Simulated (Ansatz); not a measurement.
`CB(Cl)[SiH2]O` + H–F → `O[SiH2]B(F)Cl` + CH₄  (ligand exchange at a B–C bond)

Isolated molecules relaxed with PBE0-D4/def2-TZVP in Ansatz; ΔE leaves out vibrations. CCSD(T)/CBS is the MP2 limit (def2-TZVPP, def2-QZVPP) plus CCSD(T) − MP2 in def2-TZVPP, frozen cores. This one scheme is used for every species. DFT in def2-TZVPP. B3LYP here is the variant with VWN-RPA as its local correlation; programs differ in this. Each species was taken in one conformer, which may not be the lowest.

`CB(Cl)[SiH2]O`:

Cartesian coordinates in Å:
```
C -0.868 -1.099 0.988
B 0.249 -0.861 -0.064
Cl 1.297 -2.197 -0.531
Si 0.685 0.901 -0.957
O -0.352 2.134 -0.568
H -0.473 -0.750 1.954
H -1.755 -0.488 0.795
H -1.153 -2.145 1.115
H 0.579 0.748 -2.431
H 2.095 1.268 -0.621
H -0.303 2.491 0.320
```

H–F:

Cartesian coordinates in Å:
```
F -0.220 0.244 -0.322
H 0.220 -0.244 0.322
```

`O[SiH2]B(F)Cl`:

Cartesian coordinates in Å:
```
O 0.665 1.595 0.505
Si -0.421 0.662 -0.310
B 0.060 -1.304 -0.124
F -0.518 -2.260 -0.818
Cl 1.291 -1.795 1.039
H 1.132 1.179 1.232
H -1.807 0.843 0.210
H -0.402 1.081 -1.733
```

CH₄:

Z-matrix (Å, degrees):
```
C
H 1 1.090
H 1 1.090 2 109.5
H 1 1.090 2 109.5 3 -120.0
H 1 1.090 2 109.5 3 120.0
```

CCSD(T)/CBS gives -134.2 kJ/mol.

(1) Another level gave -145.6 kJ/mol. Which?
A. B3LYP-D4/def2-TZVPP
B. PBE0/def2-TZVPP
C. HF/def2-TZVPP
D. B3LYP/def2-TZVPP

Largest T1 diagnostic among the species: 0.013.

Answers

(1) A. B3LYP-D4 -145.6, PBE0 -139.0, HF/def2-TZVPP -157.7, B3LYP -151.9 kJ/mol.

The D4 term adds +6.3 kJ/mol with B3LYP and +3.6 kJ/mol with PBE0; it sums over pairs of atoms, weighted by their polarisabilities, and B3LYP, whose exchange is more repulsive, gets the larger term. In def2-TZVPP, CCSD(T) changes the Hartree–Fock value by +18.7 kJ/mol (the triples alone add +1.2 kJ/mol) and MP2 by +21.6 kJ/mol.
